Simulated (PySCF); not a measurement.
C₂H₆Cl₂Si, triplet, at the geometry of the source list (a higher spin typed on purpose: for a closed-shell molecule this is an excited state) (in this run its highest filled SCF level lies above zero, so its values depend strongly on the basis, on diffuse functions most of all); PBE0/STO-3G (PySCF).

PySCF was given this input:
```python
from pyscf import gto, scf, dft

mol = gto.Mole()
mol.atom = '''
    C     1.46970000   -0.56850000   -0.39370000
    Si    0.04640000    0.66220000   -0.12100000
    C    -1.52280000   -0.18950000    0.53220000
    Cl    0.63840000    2.07840000    1.21270000
    Cl   -0.38170000    1.58440000   -1.88200000
    H     1.19660000   -1.33230000   -1.11570000
    H     2.35960000   -0.06830000   -0.76690000
    H     1.73950000   -1.06940000    0.53130000
    H    -2.32760000    0.52520000    0.68340000
    H    -1.88050000   -0.94260000   -0.16360000
    H    -1.33770000   -0.67970000    1.48340000
'''
mol.basis = 'sto-3g'
mol.spin = 2
mol.verbose = 4
mol.build()

mf = dft.UKS(mol)
mf.xc = 'pbe0'
mf.grids.atom_grid = (99, 590)
mf.grids.prune = None
mf.kernel()
```

Output, abridged:

```
PySCF version 2.14.0

[INPUT] verbose = 4
[INPUT] num. atoms = 11
[INPUT] num. electrons = 66
[INPUT] charge = 0
[INPUT] spin (= nelec alpha-beta = 2S) = 2
[INPUT] symmetry False subgroup None
[INPUT] Mole.unit = angstrom
[INPUT] Symbol           X                Y                Z      unit          X                Y                Z       unit  Magmom
[INPUT]  1 C      1.469700000000  -0.568500000000  -0.393700000000 AA    2.777330485273  -1.074309301815  -0.743985175241 Bohr   0.0
[INPUT]  2 Si     0.046400000000   0.662200000000  -0.121000000000 AA    0.087683292180   1.251376639687  -0.228656861072 Bohr   0.0
[INPUT]  3 C     -1.522800000000  -0.189500000000   0.532200000000 AA   -2.877674942488  -0.358103100605   1.005712243494 Bohr   0.0
[INPUT]  4 Cl     0.638400000000   2.078400000000   1.212700000000 AA    1.206401157922   3.927606777296   2.291670871260 Bohr   0.0
[INPUT]  5 Cl    -0.381700000000   1.584400000000  -1.882000000000 AA   -0.721308461746   2.994082071761  -3.556464566431 Bohr   0.0
[INPUT]  6 H      1.196600000000  -1.332300000000  -1.115700000000 AA    2.261246280655  -2.517682115758  -2.108367437177 Bohr   0.0
[INPUT]  7 H      2.359600000000  -0.068300000000  -0.766900000000 AA    4.458997763524  -0.129068294308  -1.449230964929 Bohr   0.0
[INPUT]  8 H      1.739500000000  -1.069400000000   0.531300000000 AA    3.287178593681  -2.020873117610   1.004011489981 Bohr   0.0
[INPUT]  9 H     -2.327600000000   0.525200000000   0.683400000000 AA   -4.398526527538   0.992484160622   1.291438833528 Bohr   0.0
[INPUT] 10 H     -1.880500000000  -0.942600000000  -0.163600000000 AA   -3.553629977245  -1.781255845015  -0.309159193979 Bohr   0.0
[INPUT] 11 H     -1.337700000000  -0.679700000000   1.483400000000 AA   -2.527886636831  -1.284446846867   2.803219733180 Bohr   0.0

nuclear repulsion = 363.824705382781
number of shells = 27
number of NR pGTOs = 129
number of NR cGTOs = 43
basis = sto-3g
ecp = {}

******** <class 'pyscf.dft.uks.UKS'> ********
method = UKS
initial guess = minao
damping factor = 0
level_shift factor = 0
DIIS = <class 'pyscf.scf.diis.CDIIS'>
diis_start_cycle = 1
diis_space = 8
diis_damp = 0
SCF conv_tol = 1e-09
SCF conv_tol_grad = None
SCF max_cycles = 50
direct_scf = True
direct_scf_tol = 1e-13
number electrons alpha = 34  beta = 32
XC library pyscf.dft.libxc version 7.1.2
    S. Lehtola, C. Steigemann, M. J. T. Oliveira, and M. A. L. Marques,  SoftwareX 7, 1–5 (2018)
XC functionals = pbe0
    C. Adamo and V. Barone,  J. Chem. Phys. 110, 6158 (1999)
    M. Ernzerhof and G. E. Scuseria,  J. Chem. Phys. 110, 5029 (1999)
radial grids:
    Treutler-Ahlrichs [JCP 102, 346 (1995); DOI:10.1063/1.469408] (M4) radial grids

becke partition: Becke, JCP 88, 2547 (1988); DOI:10.1063/1.454033
pruning grids: None
grids dens level: 3
symmetrized grids: False
atomic radii adjust function: <function treutler_atomic_radii_adjust>
User specified grid scheme (99, 590)
small_rho_cutoff = 0
Set gradient conv threshold to 3.16228e-05
tot grids = 642512
init E= -1274.6085545204

cycle= 1 E= -1274.65562682499  delta_E= -0.0471  |g|= 0.222  |ddm|= 3.44

cycle= 2 E= -1274.65204124928  delta_E= 0.00359  |g|= 0.308  |ddm|= 1.59

cycle= 3 E= -1274.74782510503  delta_E= -0.0958  |g|= 0.0579  |ddm|= 0.995

cycle= 4 E= -1274.74987691231  delta_E= -0.00205  |g|= 0.0332  |ddm|= 0.12

cycle= 5 E= -1274.75113976076  delta_E= -0.00126  |g|= 0.00673  |ddm|= 0.161

cycle= 6 E= -1274.75126708821  delta_E= -0.000127  |g|= 0.00259  |ddm|= 0.0694

cycle= 7 E= -1274.75126690639  delta_E= 1.82e-07  |g|= 0.00386  |ddm|= 0.0378

cycle= 8 E= -1274.75129294929  delta_E= -2.6e-05  |g|= 0.000705  |ddm|= 0.0208

cycle= 9 E= -1274.75129404288  delta_E= -1.09e-06  |g|= 0.000147  |ddm|= 0.00621

cycle= 10 E= -1274.7512940736  delta_E= -3.07e-08  |g|= 4.17e-05  |ddm|= 0.000873

cycle= 11 E= -1274.75129407509  delta_E= -1.48e-09  |g|= 2.56e-05  |ddm|= 0.000185

cycle= 12 E= -1274.7512940756  delta_E= -5.13e-10  |g|= 4.78e-06  |ddm|= 6.16e-05

Extra cycle  E= -1274.75129407561  delta_E= -1.41e-11  |g|= 4.6e-06  |ddm|= 2.98e-05
converged SCF energy = -1274.75129407561  <S^2> = 2.0033142  2S+1 = 3.0022087
```
